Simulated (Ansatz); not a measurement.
`O=[C]([SiH3])[GaH2]` + `B[SiH](O)F` → `B[Si](O)(F)[SiH3]` + `O=[CH][GaH2]`  (formal exchange of groups at the Si–C bond)

Calculated with Ansatz (gas phase, PBE0-D4/def2-TZVP geometries, no zero-point term in ΔE). CCSD(T)/CBS adds triple-zeta CCSD(T) − MP2 to the extrapolated MP2 energy (def2 sets, frozen cores). DFT in def2-TZVPP. For Ga outer-core shells are correlated without core-valence functions, which leaves a few kJ/mol of doubt a bond. Scalar relativity is left out up to krypton. One conformer a species, not always the lowest.

(1) Is it downhill or uphill in electronic energy at CCSD(T)/CBS, and by how much? (Estimate.)

(2) What do these levels give: PBE-D4, r2SCAN-D4, ωB97M-V, B2PLYP, PBE, r2SCAN, PBE0, HF/def2-TZVPP, CCSD/def2-TZVPP, HF/def2-QZVPP, MP2/def2-QZVPP, CCSD/CBS(def2)? (Best estimate.)

Largest T1 diagnostic among the species: 0.018.

## Answers

(1) Ansatz gave: Downhill: ΔE = -0.9 kcal/mol.

(2) The calculation gave: PBE-D4 -3.1, r2SCAN-D4 -1.8, ωB97M-V -1.0, B2PLYP -0.6, PBE -2.9, r2SCAN -1.8, PBE0 -3.6, HF/def2-TZVPP -1.7, CCSD/def2-TZVPP -1.6, HF/def2-QZVPP -1.6, MP2/def2-QZVPP 0.0, CCSD/CBS(def2) -1.4 kcal/mol.
